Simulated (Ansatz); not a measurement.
`[OH][AlH][NH][SiH3]` + `CB[SiH3]` → `[CH3][AlH][OH]` + `[SiH3]BN[SiH3]`  (redistribution)

Gas-phase electronic energies from Ansatz, PBE0-D4/def2-TZVP geometries. CCSD(T)/CBS adds triple-zeta CCSD(T) − MP2 to the extrapolated MP2 energy (def2 sets, frozen cores). Functionals use def2-TZVPP. One conformer a species, not always the lowest.

```json
{"level": "PBE0-D4", "ΔE (kJ/mol)": "-36.2"}
{"level": "ωB97M-V", "ΔE (kJ/mol)": "-34.7"}
{"level": "r2SCAN", "ΔE (kJ/mol)": "-30.7"}
{"level": "MP2/def2-QZVPP", "ΔE (kJ/mol)": "-31.0"}
```

(1) What does CCSD(T)/CBS give? (An estimate is asked.)

Largest T1 diagnostic among the species: 0.014.

Results:

(1) The calculation gave: -31.5 kJ/mol. The listed levels differ from it by -4.7, -3.2, 0.8, 0.5 kJ/mol.

From PBE to PBE0 (25 % exact exchange), in def2-TZVPP and without D4, ΔE moves by +4.3 kJ/mol. In def2-TZVPP, CCSD(T) changes the Hartree–Fock value by −15.1 kJ/mol (the triples alone add −3.2 kJ/mol) and MP2 by −14.6 kJ/mol.
